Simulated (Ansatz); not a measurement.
A thermochemical cycle in electronic energies (no zero-point or thermal terms), species as SMILES, kcal/mol. Each molecule is optimised on its own at B3LYP-D3(BJ)/def2-TZVP (Ansatz, a quantum-chemistry and plane-wave program), one conformer each, not searched for the lowest. Cores are frozen in the correlated levels unless marked. Open shells are spin-unrestricted. No spin-orbit coupling. Non-relativistic. CBS marks a two-point X^-3 extrapolation of the correlation energy; Hartree-Fock from the larger set. Anions need diffuse functions, of which def2-TZVPD holds fewer than the aug- sets.

| step | CCSD(T)/CBS(aug-cc-pV(T+d)Z,aug-cc-pV(Q+d)Z) (Ansatz) | PBE-D3(BJ)/def2-TZVPD (Ansatz + dftd3) |
|---|---|---|
| bond energy D: CN[SiH3] → CN[SiH2] + H atom | 95.0 | 87.3 |
| electron affinity EA, positive where the anion is bound: CN[SiH2] + e- → CN[SiH2-] | 22.1 | 20.0 |
| ionisation of the H atom at the same level, IE | 313.7 | 313.5 |

Question: Find the deprotonation energy A: CN[SiH3] -> CN[SiH2-] + H+.

Answer: Breaking the bond, ionising the H atom and attaching the electron to the radical add up to the deprotonation, A = D + IE - EA. At CCSD(T)/CBS(aug-cc-pV(T+d)Z,aug-cc-pV(Q+d)Z): A = D + IE - EA = 95.0 + 313.7 - 22.1 = 386.6. At PBE-D3(BJ)/def2-TZVPD: A = D + IE - EA = 87.3 + 313.5 - 20.0 = 380.8. The functional differs from the first level by -7.7 in D, -2.1 in EA and -5.8 in A; for EA and A the gap mixes functional and basis. The site is the one shown; other sites or isomers of the anion may lie lower.
